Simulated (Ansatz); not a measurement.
Mulliken charges of CH₄O₂SSi, SMILES `O[Si]1(S)CO1` from ωB97M-V/def2-TZVPP in Ansatz (PBE0-D4/def2-TZVP geometry).

```
atom   x (Å)   y (Å)   z (Å)  charge (e)
  O1  -0.750   0.218   1.855      -0.367
 Si2  -0.202  -0.238   0.396       0.635
  S3   0.107  -2.305   0.599      -0.211
  C4   0.566   0.833  -0.824      -0.213
  O5  -0.871   0.379  -0.965      -0.389
  H6  -1.082   1.114   1.945       0.189
  H7   0.489  -2.422  -0.685       0.124
  H8   1.192   0.462  -1.633       0.115
  H9   0.639   1.913  -0.704       0.116
```

By hand: the dipole of these point charges (1 e Å = 4.8032 D).

Σ q r = (0.410, 0.116, 0.008) e Å, of length 0.426 e Å = 2.05 D.

How does the dipole of the full density compare? (An estimate is asked.)

Ansatz gave: (0.224, 0.230, 0.059) e Å, 1.57 D; the point charges give 1.31 times that, at 31° from its direction.

Point charges leave out the atoms' own dipoles, such as those of lone pairs, and Mulliken's split depends on the basis, so the two needn't agree.
